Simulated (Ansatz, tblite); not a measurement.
Cost and result up the ladder for Ga2P (3 atoms). Total charge 0; doublet. Geometry: B3LYP-D4/def2-TZVP.

```xyz
3

Ga   -1.156    1.412   -0.338
Ga    0.287   -1.574    0.789
P     0.869    0.162   -0.451
```

Ansatz on 4 threads of Arm Neoverse V1 on a shared host; xTB runs through tblite on one thread. Times are rough, summed over both states, and most runs start from the orbitals of an earlier one. ωB97M-V/def2-TZVP serves as the yardstick here, not as an exact answer. Differences are given only for rows in sets of like size (and for xTB, whose basis is part of the method), since another set adds its own error. The other state is a quartet at its own geometry, which has other bonds, so the gap mixes isomer and spin.

The 6-31G sets use Cartesian d functions. The xTB rows come from tblite. B3LYP takes the VWN-RPA correlation. HSE06 is defined as in plane-wave codes, on full-range PBE exchange. Correlated methods freeze 23 core orbitals; core or outer-core shells of Ga are correlated, in sets that lack core-valence functions. The structure comes from a short search, and lower isomers may exist.

Correlated methods converge slowly with the basis.

xTB has no spin-polarisation term.

```csv
level,functions,wall time,quartet − doublet (eV),difference from ωB97M-V/def2-TZVP (eV),remarks
GFN1-xTB,27,0.005 s,2.47,1.28,–
GFN2-xTB,27,0.006 s,2.72,1.53,–
HF/6-31G,71,1.8 s,0.78,–,–
B3LYP-D4/6-31G,71,3.3 s,1.34,–,–
PBE-D4/def2-TZVP,133,4.6 s,1.13,-0.06,–
HF/def2-TZVP,133,5.5 s,0.72,-0.47,spin-contaminated (⟨S²⟩ 0.83) (doublet)
MP2/def2-TZVP,133,6.3 s,0.91,-0.29,spin-contaminated (⟨S²⟩ 0.83) (doublet)
RPA@PBE/def2-TZVP,133,6.7 s,1.06,-0.13,–
HSE06-D4/def2-TZVP,133,11 s,1.03,-0.16,–
PBE0-D4/def2-TZVP (with forces),133,12 s,1.04,-0.16,–
CAM-B3LYP-D4/def2-TZVP,133,14 s,1.23,0.03,–
r2SCAN0-D4/def2-TZVP,133,26 s,0.90,-0.29,–
ωB97M-V/def2-TZVP,133,37 s,1.19,0.00,–
CCSD(T)/def2-TZVPP,138,45 s,1.01,-0.19,spin-contaminated (⟨S²⟩ 0.83) (doublet)
```
